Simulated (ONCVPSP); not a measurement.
## Plane-wave convergence, ONCV potential for Al (Z = 13)

Al, optimised norm-conserving Vanderbilt (ONCV), made with ONCVPSP 4.0.1 (PBEsol, scalar-relativistic). Core [Ne], reference 3s1.5 (charge +1.5). Waves: 3s: rc 1.75 bohr, ncon 4, nbas 7, qcut 4.6 1/bohr, 2 projectors, debl 3 Ha; p scattering state at 0.18 Ha: rc 1.35 bohr, ncon 4, nbas 9, qcut 7 1/bohr, 1 projector; d scattering state at 0.3 Ha: rc 1.70 bohr, ncon 4, nbas 7, qcut 5 1/bohr, 1 projector. Local part: polynomial inside 1.20 bohr (lpopt 5, dvloc0 4 Ha). Core correction: Teter function, fcfact 3.25, rcfact 1.1.

For each optimised wave give the share of its norm inside rc, the residual kinetic energy above qcut (Ha) and the cutoffs (Ha) for errors of 10, 1, 0.1 and 0.01 mHa per electron.

```tsv
wave	norm inside rc	residual KE	10 mHa	1 mHa	0.1 mHa	0.01 mHa
3s	0.271	2.6e-05	4.1	6.3	8.3	33.1
s projector 2	0.091	3.7e-03	7.5	42.3	56.3	72.7
p projector 1	0.055	6.8e-04	12.7	22.9	128.3	156.8
d projector 1	0.122	1.4e-03	7.9	13.5	48.5	59.5
```

The occupied waves need 6.3 Ha and 8.3 Ha for 1 and 0.1 mHa.
